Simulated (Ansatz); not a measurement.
Program: Ansatz. Geometries: PBE0-D4/def2-TZVP. ΔE: electronic, gas phase. CCSD(T)/CBS is the MP2 limit (def2-TZVPP, def2-QZVPP) plus CCSD(T) − MP2 in def2-TZVPP, frozen cores. This one scheme is used for every species. DFT in def2-TZVPP. B3LYP here is the variant with VWN-RPA as its local correlation; programs differ in this. HSE06 is defined as in plane-wave codes. For Ge outer-core shells are correlated without core-valence functions, which leaves a few kJ/mol of doubt a bond. Scalar relativity is left out up to krypton. One conformer a species, not always the lowest.

Consider the ligand exchange at a Ge–N bond: `[NH2][Ge]([F])([F])[Cl]` + H₂S → `[F][Ge]([F])([SH])[Cl]` + NH₃.

```tsv
level	ΔE (kcal/mol)	difference from CCSD(T)/CBS
LDA (SPW92)	-6.0	-0.8
PBE-D4	-7.9	-2.7
revPBE-D4	-7.8	-2.6
BLYP-D4	-7.1	-1.9
PBE0-D4	-6.8	-1.6
B3LYP-D4	-6.3	-1.1
r2SCANh-D4	-6.3	-1.1
r2SCAN0-D4	-5.9	-0.7
HSE06-D4	-6.9	-1.7
BHLYP-D4	-5.3	-0.1
CAM-B3LYP-D4	-4.6	0.6
ωB97X-V	-5.0	0.2
ωB97M-V	-5.5	-0.3
B2PLYP	-5.3	-0.1
PBE	-7.5	-2.3
revPBE	-7.8	-2.6
BLYP	-6.6	-1.4
r2SCAN	-6.5	-1.3
PBE0	-6.5	-1.3
B3LYP	-5.7	-0.5
r2SCANh	-6.2	-1.0
r2SCAN0	-5.8	-0.6
HSE06	-6.5	-1.3
CAM-B3LYP	-4.3	0.9
LC-ωPBE	-4.5	0.7
RPA@PBE/def2-TZVPP	-4.2	1.0
HF/def2-SVP	-1.5	3.7
MP2/def2-SVP	-3.0	2.2
CCSD/def2-SVP	-2.5	2.7
CCSD(T)/def2-SVP	-2.9	2.3
HF/def2-TZVPP	-2.7	2.5
MP2/def2-TZVPP	-5.0	0.2
SCS-MP2/def2-TZVPP	-4.3	0.9
CCSD/def2-TZVPP	-3.8	1.4
CCSD(T)/def2-TZVPP	-4.4	0.8
MP2/def2-QZVPP	-5.5	-0.3
SCS-MP2/def2-QZVPP	-4.7	0.5
HF/CBS(def2)	-2.7	2.5
MP2/CBS(def2)	-5.8	-0.6
CCSD/CBS(def2)	-4.6	0.6
CCSD(T)/CBS	-5.2	0
```

Largest T1 diagnostic among the species: 0.012.

From PBE to PBE0 (25 % exact exchange), in def2-TZVPP and without D4, ΔE moves by +1.0 kcal/mol. In def2-TZVPP, CCSD(T) changes the Hartree–Fock value by −1.7 kcal/mol (the triples alone add −0.6 kcal/mol) and MP2 by −2.3 kcal/mol. Leaving LDA and LC-ωPBE aside and taking each functional with its dispersion term where it has one, the values spread over 3.2 kcal/mol, from PBE-D4 to CAM-B3LYP-D4. LDA lies +1.5 kcal/mol from PBE without D4.
